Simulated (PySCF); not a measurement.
An unknown is described by computed data only.

Formula: C4H13AlP2.

| Property | Result |
| --- | --- |
| Polarisability | 135.2 au [CAM-B3LYP/def2-SVPD] |
| Dipole | 4.80 D [CAM-B3LYP/def2-SVPD] |
| Rotational structure | rotational constants A, B, C: 1.308, 1.154, 0.923 GHz [PBE0-D3(BJ)/def2-SVP] |
| UV, first state | lowest singlet excitation: 5.95 eV (208 nm, f = 0.207) [TDDFT CAM-B3LYP/def2-SVPD] |
| XPS | P2p3/2 136.8, P2p3/2 137.0, C1s 290.3, C1s 290.9, C1s 291.2, C1s 291.2, Al1s 1565.0, P1s 2150.4, P1s 2150.5 eV [ΔSCF SCAN, pcX-2 on the ionised atom, pcseg-1 elsewhere, spin-free X2C, 2p3/2 from a spin–orbit splitting computed afterwards within the 2p shell] |
| Valence photoelectron | vertical ionisation energy: 9.21 eV [ΔSCF CAM-B3LYP/def2-SVPD] |
| 1H NMR | chemical shifts (computed TMS as zero) by class: 6.26 (1 H), 5.94 (1 H), 5.61 (1 H), 3.83 (3 H), 2.93 (2 H), 2.54 (1 H), 2.02 (1 H), 1.24 (3 H) ppm [GIAO CAM-B3LYP/pcSseg-1] |
| 13C NMR | chemical shifts (computed TMS as zero) by class: 140.6 (1 C), 133.2 (1 C), 32.7 (1 C), 10.2 (1 C) ppm [GIAO CAM-B3LYP/pcSseg-1] |

The electronic properties come from PySCF, for the isolated species, density fitting. Levels stand in brackets. The structure is a single PBE0-D3(BJ)/def2-SVP conformer in the gas phase; no vibrational or solvent corrections. Each NMR value is the plain mean over a class of atoms that symmetry, rotation or inversion makes alike.

Question: Propose a structure and show how it fits.

Answer: Numbering: `[CH2:1]=[CH:2][CH2:3][P@@+:4]([CH3:5])([AlH3-:6])[PH2:7]`. 4 carbons fall into 4 classes; from least to most shielded: alkene CH carbon [C2] (140.6 ppm), terminal =CH2 carbon [C1] (133.2 ppm), sp3 carbon bound to phosphorus [C3] (32.7 ppm), sp3 carbon bound to phosphorus [C5] (10.2 ppm). Hydrogen classes from least to most shielded: 1 H on a terminal =CH2 carbon, C1 (6.26 ppm), 1 H on an alkene CH carbon, C2 (5.94 ppm), 1 H on a terminal =CH2 carbon, C1 (5.61 ppm), 3 H on an aluminium bonded to P and 3 H, Al6 (3.83 ppm), 2 H on a three-coordinate phosphorus, P7 (2.93 ppm, a mean of values up to 0.5 ppm apart in this geometry), 1 H on an sp3 carbon bound to phosphorus, C3 (2.54 ppm), 1 H on an sp3 carbon bound to phosphorus, C3 (2.02 ppm), 3 H on an sp3 carbon bound to phosphorus, C5 (1.24 ppm). The core levels belong to: P2p3/2 136.8 eV, three-coordinate phosphorus [P7]; P2p3/2 137.0 eV, phosphorus bonded to Al, 2 C and P [P4]; C1s 290.3 eV, terminal =CH2 carbon [C1]; C1s 290.9 eV, alkene CH carbon [C2]; C1s 291.2 eV, sp3 carbon bound to phosphorus [C5]; C1s 291.2 eV, sp3 carbon bound to phosphorus [C3]; Al1s 1565.0 eV, aluminium bonded to P and 3 H [Al6]; P1s 2150.4 eV, three-coordinate phosphorus [P7]; P1s 2150.5 eV, phosphorus bonded to Al, 2 C and P [P4]. The first electron is taken from the HOMO, whose largest Löwdin shares are 0.28 on the three-coordinate phosphorus, 0.21 on the phosphorus bonded to Al, 2 C and P, 0.19 on the aluminium bonded to P and 3 H and 0.18 on an Al–H hydrogen. The optimised geometry has point group C1 and is an asymmetric top. Structure: `C=CC[P@@+](C)([AlH3-])P`. The assignments are read from this structure; whether some other isomer fits the data as well wasn't checked. The mirror image fits equally.

Shape of the structure used: `[CH2:1]=[CH:2][CH2:3][P@@+:4]([CH3:5])([AlH3-:6])[PH2:7]`: C1–C2–C3–P4 18°, C2–C3–P4–C5 172°, H–P7–P4–C3 -92°, H–P7–P4–C3 174°.
